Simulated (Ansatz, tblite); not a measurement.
Removing and adding an electron: In₁₁As₁₁H₂₈, a nanocrystal cut from wurtzite InAs (hydrogen-capped). The state is a singlet with charge 0. Geometry: PBE-D4/def2-SVP. Ansatz, gas phase; energy differences of separate SCF runs; the oxidised species was run as a doublet alone; the reduced species was run as a doublet alone.

```xyz
50

In   -2.0765   -4.1588    1.8038
As   -3.3211   -4.1006   -0.6548
In    0.3394   -1.6334    3.8228
As    2.9348   -1.0840    3.2220
As   -0.8209   -1.7865    1.4792
In    1.0543   -1.8251   -0.4256
In   -3.0778   -2.1305   -2.4801
As   -0.4269   -1.8559   -2.6868
In    3.7758    0.8792    1.5377
As    2.3271    0.5176   -0.6148
In    4.3132    0.5218   -2.4497
In   -0.0593    0.0845   -4.4882
As    2.6290    0.2625   -4.6154
As   -0.2792    0.8521    4.7779
In   -2.5946    0.1847    1.3085
As   -3.6449    0.0982   -1.1428
In   -0.0746    3.1722    3.3792
As    2.5853    2.9465    2.8728
As   -1.0469    2.3913    1.0618
In    0.7713    2.6489   -0.9264
In   -3.4861    2.4113   -2.5869
As   -0.8008    2.1826   -3.0315
H    -0.9150   -5.4489    1.7022
H    -3.3617   -3.9345    2.9562
H    -3.0483   -5.3897   -1.4304
H    -4.8241   -4.3327   -0.4985
H     0.2178   -2.7959    5.1130
H     3.4565   -2.3727    2.5906
H     3.8126   -1.1452    4.4738
H     2.1415   -3.1867   -0.2879
H    -3.9349   -2.4353   -3.9641
H     0.0116   -3.1229   -3.4256
H     5.5052    1.0695    1.5988
H     5.1850   -0.9802   -2.3624
H     4.9379    2.1426   -2.5634
H    -0.8234   -0.1503   -6.0342
H     3.0597   -0.9085   -5.4991
H     2.9212    1.3493   -5.6503
H     0.2785    1.0346    6.1905
H    -1.7459    0.7675    5.1922
H    -3.6879    0.3270    2.6634
H    -5.1370   -0.0749   -0.8433
H    -0.4961    4.5845    4.2955
H     3.3928    3.3095    4.1202
H     2.9462    4.1975    2.0760
H    -2.0521    3.5139    0.7829
H     1.5873    4.1909   -0.8382
H    -4.2889    2.1319   -4.1050
H    -3.7037    3.7255   -1.4618
H    -0.4554    3.3557   -3.9537
```

In the def2 sets In takes a core potential; there is no spin–orbit coupling. The xTB rows come from tblite. Single mean-field runs in def2-TZVP are fitted with def2-universal-jkfit. HOMO above LUMO, or a gap near zero within one spin, warns that the state may not be the lowest or that an electron is smeared out.

Task: Estimate orbital energies and vertical ionisation energies and electron affinities at: GFN1-xTB; GFN2-xTB; PBE-D4/def2-TZVP; PBE0-D4/def2-TZVP.

Result: 
| level | −HOMO (eV) | vertical IE (eV) | −LUMO (eV) | vertical EA (eV) | HOMO–LUMO gap (eV) | IE − EA (eV) | remarks |
| --- | --- | --- | --- | --- | --- | --- | --- |
| GFN1-xTB | 9.22 | 10.42 | 6.63 | 5.48 | 2.59 | 4.94 | – |
| GFN2-xTB | 10.02 | 11.25 | 7.44 | 6.19 | 2.58 | 5.06 | – |
| PBE-D4/def2-TZVP | 5.64 | 7.03 | 2.56 | 1.39 | 3.07 | 5.64 | gap within one spin near zero (+1 doublet), gap within one spin near zero (-1 doublet) |
| PBE0-D4/def2-TZVP | 6.50 | 7.44 | 1.81 | 1.03 | 4.70 | 6.42 | – |

   Raw xTB energy differences between charge states are shifted by several eV; the methods need an empirical correction for them. Sets without diffuse functions give affinities that are too small.
